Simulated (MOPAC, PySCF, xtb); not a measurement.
Pair of molecules: HCl (SMILES Cl) (first 2 atoms) with CH5N (SMILES CN); geometry from B3LYP-D3(BJ)/def2-TZVP, rigid monomers moved along the line of their centres of mass till Cl1···N4 is 3.58 Å.
(charge 0, multiplicity 1):
```xyz
9

Cl     0.01282    -0.03240     0.03734
H     -0.19402     0.39194    -1.15765
C     -0.16501     0.54779     4.00791
N      0.38455    -0.72090     3.53337
H     -1.18287     0.65929     3.63161
H      0.42158     1.36872     3.59309
H     -0.19018     0.66409     5.09993
H     -0.15178    -1.50434     3.88517
H      1.33880    -0.84466     3.84835
```

Counterpoise-corrected where a basis set is named; no monomer relaxation. Rows marked so take none.

Rows in 3-21G carry no dispersion term and start afresh at each structure. The state that PM7 reach isn't checked; PM7 holds dispersion and hydrogen-bond terms.

Run with MOPAC for PM7 (differences of heats of formation); PySCF for 3-21G rows; xtb for the GFN methods. Values without a source in brackets are computed.

Q: One of these levels gives -0.07 kcal/mol for the interaction energy. Which?
(A) B3LYP/3-21G (no counterpoise)
(B) GFN1-xTB
(C) PM7

A: B, GFN1-xTB. The others give -0.60 (PM7), -0.93 (B3LYP/3-21G (no counterpoise))
